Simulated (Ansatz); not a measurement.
Ideal-gas functions of ClH2SeSi, SMILES `Cl[SiH][SeH]` radical at 600 K and 1 bar, from an Ansatz frequency run at PBE0-D4/def2-TZVP.

Molar mass 144.52 g/mol, point group C1 (symmetry number 1), electronic degeneracy 2, moments of inertia 36.567, 342.576, 373.178 u Å². Harmonic wavenumbers (cm⁻¹, unscaled): 129, 207, 386, 529, 542, 671, 793, 2194, 2439.

Use S(trans) = R[1.5 ln M + 2.5 ln T − 1.1517]; rotational temperatures θ = 24.2544 K / I; S(rot) = R[ln(√π/σ · √(T³/θAθBθC)) + 1.5]; for each mode x = 1.438777 ν̃/T, S = R[x/(eˣ − 1) − ln(1 − e⁻ˣ)] and H = RT x/(eˣ − 1); 1 cm⁻¹ = 0.0119627 kJ/mol; R = 8.31446 J/(mol·K).

Question: By hand: the entropy, in J/(mol·K).

Answer: Translation 185.4. Rotation: θ = 0.6633, 0.0708, 0.065 K, giving 121.1. Vibration, mode by mode: 18.10, 14.22, 9.25, 6.87, 6.70, 5.20, 4.12, 0.27, 0.16, in all 64.9. Electronic 5.8. Sum 377.2 J/(mol·K).

Question: By hand: H − E and G − E in kJ/mol, counted from the electronic energy.

Answer: Zero-point energy ½ × 7890 × 0.0119627 = 47.2; thermal vibration 19.9; translation, rotation and pV give 4 RT = 20.0. H − E = 87.1 kJ/mol, and G − E = 87.1 − 600 × 377.2/1000 = -139.2 kJ/mol.

Vibration gives 17 % of the entropy, 18.1 J/(mol·K) of it from the mode under 150 cm⁻¹: soft modes count most, and the harmonic formula is weakest for them. The sum counts one conformer and one mirror image; others add a mixing term.
